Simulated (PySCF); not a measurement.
**Which determinant of RbSb lies lowest?**

Unrestricted PBE0; basis Rb def2-SVP with ECP28, Sb def2-SVP with ECP28; scalar-relativistic core potentials; PySCF 2.14. Outer shells of the fragments: Rb 5s1; Sb 4d10 5s2 5p3.

Followed along the bond (rough minima from three points):

```
2Ms+1  unpaired  ⟨S²⟩ at the start  R at minimum (Å)  Te (eV)
    3      π ↑↑               2.03              3.50     0.00
    1      π ↑↓               1.01              3.49     0.32
    3  σ ↑, π ↑               2.00              3.31     0.48
    1  σ ↓, π ↑               1.01              3.33     0.77
    1      none               0.00              3.48     1.20
```

Solutions found at the starting distance of 3.425 Å, counted from the lowest of them; the search is not exhaustive and high or unbound solutions are not listed, so other states can lie among these:

```csv
2Ms+1,unpaired,term,E (eV),⟨S²⟩,⟨Lz²⟩,μ (D)
3,π ↑↑,³Σ⁻,0.00,2.03,0.00,-9.36
1,π ↑↓,mixed,0.31,1.01,2.01,-9.70
3,"σ ↑, π ↑",³Π,0.49,2.00,1.01,-11.70
1,"σ ↓, π ↑",mixed,0.77,1.01,1.01,-11.50
1,none,mixed,1.20,0.00,2.00,-9.74
5,"σ ↑↑, π ↑↑",⁵Σ⁻,1.44,6.00,0.00,2.72
3,"σ ↑↑, π ↑↓",mixed,2.12,3.01,2.01,2.88
1,"σ ↓↓, π ↑↑",mixed,2.13,2.01,0.00,3.09
5,"σ ↑, π ↑↑↑",⁵Π,2.64,6.00,1.00,2.72
3,"σ ↑, π ↑",³Π,2.89,2.00,1.01,2.72
```

A term symbol is given only where ⟨S²⟩ and ⟨Lz²⟩ are close to those of a pure state; real π, δ and φ orbitals otherwise mix terms. A positive dipole means Rb(−)Sb(+).

Spin–orbit coupling is left out. Counting both spins, an empty level lies below a filled one in some of these solutions, because spin and occupation are held.
